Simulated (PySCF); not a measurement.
**Nuclear quadrupole coupling in `O=C(O)[Si@@H]1CCCS1`**

Compound: C4H8O2SSi.
Geometry (GFN2-xTB, Å), atoms numbered from 1 in this order:
```
atom  x, y, z in Å
O1     3.3311   -1.0172    0.9936
C2     2.4406   -0.4181    0.4510
O3     2.6604    0.5242   -0.4696
Si4    0.5762   -0.6784    0.7952
C5    -0.4748   -0.7233   -0.7896
C6    -1.7957   -0.0543   -0.4254
C7    -1.5231    1.2720    0.2587
S8    -0.3511    1.0513    1.6563
H9     3.6127    0.6663   -0.6107
H10    0.4100   -1.8271    1.6792
H11    0.0107   -0.1660   -1.5931
H12   -0.6463   -1.7350   -1.1518
H13   -2.3558   -0.6998    0.2540
H14   -2.4095    0.1207   -1.3125
H15   -1.0679    1.9847   -0.4283
H16   -2.4252    1.7091    0.6815
```

Field gradients from the PBE0/pcSseg-1 density (PySCF, non-relativistic), principal values in atomic units, ordered |Vxx| ≤ |Vyy| ≤ |Vzz|:

```
atom      Vxx      Vyy      Vzz
  O1   0.5441   1.0592  -1.6034
  O3  -0.4927  -1.1365   1.6292
  S8   0.1079   2.1029  -2.2108
```

Task: Find the asymmetry η = (Vxx − Vyy)/Vzz and the couplings χ = eQV/h (234.96 MHz × Q in barn × V in au), with Q(17O) = −0.0256 b, Q(33S) = −0.0678 b.

Result: 
| atom | environment | nucleus | η | χzz (MHz) | χxx (MHz) | χyy (MHz) |
| --- | --- | --- | --- | --- | --- | --- |
| O1 | acid carbonyl oxygen | 17O | 0.32 | 9.64 | -3.27 | -6.37 |
| O3 | acid hydroxyl oxygen | 17O | 0.40 | -9.80 | 2.96 | 6.84 |
| S8 | sulfur bonded to C and Si | 33S | 0.90 | 35.22 | -1.72 | -33.50 |

At S8 η is above 0.9: Vyy and Vzz are nearly equal in size and opposite in sign, so a small change could swap them and flip the sign of χzz. 

Task: What is Vzz at O3 in SI units (1 au = 9.71736 × 10²¹ V/m²)?

Result: 1.6292 au = 15.832 × 10²¹ V/m².

Were the hydrogens deuterons (Q(2H) = 0.00286 b), χzz would run from 110 kHz (H10) to 287 kHz (H9).

Isolated species at its GFN2-xTB geometry (one conformer only). GFN2-xTB bond lengths can be off by several hundredths of an ångström, more for odd bonds, and the gradients follow them. The small basis limits the accuracy of the gradients.
